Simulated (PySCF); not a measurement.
CH4OSZn, SMILES [SH][Zn][O]C.

Geometry: PBE-D3(BJ)/def2-SVP. The structure was generated by enumeration; whether it is a known compound was not checked. One conformer was computed; it need not be the lowest.

Method: PBE-D3(BJ)/def2-SVP run with PySCF.

Frequencies are harmonic and unscaled.

```csv
mode,ν (cm⁻¹),IR (km/mol),moving atoms (share of kinetic energy)
1,72,8.2,H 90 %
2,76,3.4,"Zn 35 %, S 27 %, C 24 %, H 13 %"
3,82,9.3,"H 54 %, Zn 22 %, S 15 %, C 8 %"
4,136,17.6,"O 41 %, H 36 %, Zn 19 %"
5,222,12.1,"O 35 %, C 27 %, Zn 17 %, H 16 %"
6,365,5.6,"S 65 %, O 16 %, Zn 13 %"
7,598,46.5,"O 46 %, Zn 31 %, C 11 %, H 9 %"
8,628,7.2,H 90 %
9,1113,222.2,"O 44 %, C 40 %, H 16 %"
10,1125,0.1,"H 77 %, C 19 %"
11,1153,33.4,"H 63 %, C 23 %, O 14 %"
12,1419,1.2,H 96 %
13,1422,0.8,H 96 %
14,1428,60.6,"H 89 %, C 10 %"
15,2604,1.7,H 97 %
16,2868,159.6,H 97 %
17,2921,78.4,"H 90 %, C 10 %"
18,2969,53.7,"H 91 %, C 9 %"
```
